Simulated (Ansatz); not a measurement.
Relaxation of BFH$_{7}$NO (11 atoms, charge 0, multiplicity 1), to a largest force component of 0.03 eV/Å in at most 50 steps.

Method: RKS PBE-D4/6-31G* in Ansatz 0.2.0.

```xyz
11
Properties=species:S:1:pos:R:3
B -0.374 -1.220 0.246
O 1.356 -0.022 -1.596
H -0.874 -1.717 -0.726
H 0.680 -1.557 0.725
H -0.199 1.681 0.088
N -1.161 -0.211 0.995
H 1.274 0.920 -1.353
F 0.317 2.425 -0.115
H 2.020 -0.359 -0.963
H -2.132 -0.012 0.760
H -0.908 0.073 1.940
```

Problem. Where does it end, and by what steps?

Solution. The run converged. After 21 steps the energy has fallen by 1.409 eV; F8 moved furthest, 0.84 Å. Parted: O2–H7 (0.98 → 1.47 Å), H5–F8 (0.93 → 1.71 Å). Joined: B1–O2 (2.80 → 1.49 Å), H5–N6 (2.31 → 1.05 Å), H7–F8 (2.17 → 1.02 Å).

```csv
step,energy less start (eV),largest force component (eV/Å),accepted
0,0.0000,1.410,yes
1,-0.2171,0.524,yes
2,-0.3337,0.622,yes
3,-0.4110,0.839,yes
4,-0.5671,1.215,yes
5,-0.7103,1.128,yes
6,-0.6743,1.969,no
7,-0.8775,0.484,yes
8,-0.9240,1.488,yes
9,-1.0302,1.073,yes
10,-1.2628,0.779,yes
11,-1.0197,3.745,no
12,-1.2891,1.054,yes
13,-1.3365,0.336,yes
14,-1.3444,0.437,yes
15,-1.3682,0.747,yes
16,-1.3997,0.232,yes
17,-1.4053,0.133,yes
18,-1.4036,0.348,no
19,-1.4082,0.051,yes
20,-1.4089,0.045,yes
21,-1.4093,0.021,yes
```

```xyz
11
Properties=species:S:1:pos:R:3
B -0.005 -0.954 -0.204
O 1.134 -0.232 -0.842
H -0.852 -1.211 -1.039
H 0.346 -1.883 0.504
H -0.658 1.080 0.295
N -0.751 0.157 0.790
H 0.715 1.169 -0.988
F 0.194 2.032 -0.848
H 1.944 -0.335 -0.309
H -1.744 -0.070 0.921
H -0.322 0.246 1.720
```

Whether the end is a true minimum wasn't checked by a vibrational analysis.

The run took 11 s on 2 threads of AMD EPYC 9R45 96-Core Processor (Zen 5), with other jobs on the host, peak memory 0.17 GiB.
